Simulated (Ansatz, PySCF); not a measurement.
Breaking the Al1–H2 bond in AlH3O2 (SMILES [OH][AlH][OH]) (multiplicity 1 held, fragments rigid). Energies count from the point at 1.565 Å.
Geometry at that point (charge 0, multiplicity 1):
```xyz
6

Al    -0.351    -0.225    -0.187
H     -1.547    -1.014    -0.816
O     -0.129     1.392    -0.634
H      0.576     1.948    -0.298
O      0.734    -0.915     0.923
H      0.690    -1.819     1.236
```

Restricted levels (R-, RO-) in cc, def2 and unpolarised 6-31G sets keep to the state of the molecule at rest. U- levels take the lowest unrestricted solution at each point, which mixes spins at long bonds. Active spaces are followed from a long bond inwards. Curves can end on different states.

Correlated levels freeze the cores. Rows in 6-31G* carry no dispersion term and start afresh at each structure (6-31G* with six Cartesian d functions).

Codes used: Ansatz (Gaussian basis) for Hartree–Fock, density functionals and correlated methods; PySCF for 6-31G* rows. Values without a source in brackets are computed.

### Question
Estimate the energy at R = 5.007 Å that FIC-MRCISD+Q on CASSCF(2,2)/cc-pV(T+d)Z returns for this input.

### Answer
89.0 kcal/mol

### Question
What energy at R = 5.007 Å does R-B3LYP/cc-pV(T+d)Z give?

### Answer
122.2 kcal/mol

### Question
Give the energy at R = 5.007 Å at the level U-HF/6-31G*.

### Answer
70.2 kcal/mol

Doubts at one or more of the structures used: a spin-contaminated determinant (U-HF/6-31G*); a restricted determinant that unrestricted orbitals would lower (R-B3LYP/cc-pV(T+d)Z).

Ansatz is an electronic-structure program.
